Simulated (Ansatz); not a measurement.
H$_{4}$NO$_{2}$Si (`N[Si](O)O`) radical, 8 atoms. The species carries charge 0 and has multiplicity 2. All runs use 4 threads of a server CPU on a shared host. Correlated methods freeze the cores. Open-shell runs search over several starts.

Q: Give the basis size and wall time and peak host memory of each of these runs in Ansatz. UKS B3LYP-D4/def2-TZVPP energy and forces; UKS PBE0-D4/def2-TZVP frequencies; UKS r2SCANh-D4/def2-TZVPP energy; UKS PBE0-D4/def2-SVP energy; direct RPA on PBE orbitals/def2-TZVPP energy; UKS ωB97M-V/def2-SVP energy; UKS ωB97M-V/def2-QZVPP energy; UKS ωB97M-V/def2-TZVPP energy and forces; UKS PBE0-D4/def2-QZVPP energy; UHF-MP2/def2-QZVPP energy; UKS BHLYP-D4/def2-TZVPP energy; UKS PBE0-D4/def2-TZVP relaxation (9 steps). (An estimate is asked.)

A: The calculation gave: Other jobs shared the machine, so times are rough.

| level | job | functions | wall time | peak host memory (GiB) |
| --- | --- | --- | --- | --- |
| UKS PBE0-D4/def2-SVP | energy | 80 | 0.6 s | 0.21 |
| UKS BHLYP-D4/def2-TZVPP | energy | 191 | 1.6 s | 0.5 |
| UKS ωB97M-V/def2-SVP | energy | 80 | 1.9 s | 0.38 |
| UKS B3LYP-D4/def2-TZVPP | energy and forces | 191 | 1.9 s | 0.5 |
| direct RPA on PBE orbitals/def2-TZVPP | energy | 191 | 2.5 s | 0.53 |
| UKS r2SCANh-D4/def2-TZVPP | energy | 191 | 2.5 s | 0.54 |
| UKS PBE0-D4/def2-QZVPP | energy | 361 | 3.8 s | 1.2 |
| UKS ωB97M-V/def2-TZVPP | energy and forces | 191 | 4.4 s | 0.7 |
| UHF-MP2/def2-QZVPP | energy | 361 | 7.5 s | 1.5 |
| UKS ωB97M-V/def2-QZVPP | energy | 361 | 8 s | 1.6 |
| UKS PBE0-D4/def2-TZVP | relaxation (9 steps) | 154 | 12 s | 0.42 |
| UKS PBE0-D4/def2-TZVP | frequencies | 154 | 37 s | 0.42 |

B3LYP here is the variant with VWN-RPA as its local correlation; programs differ in this.
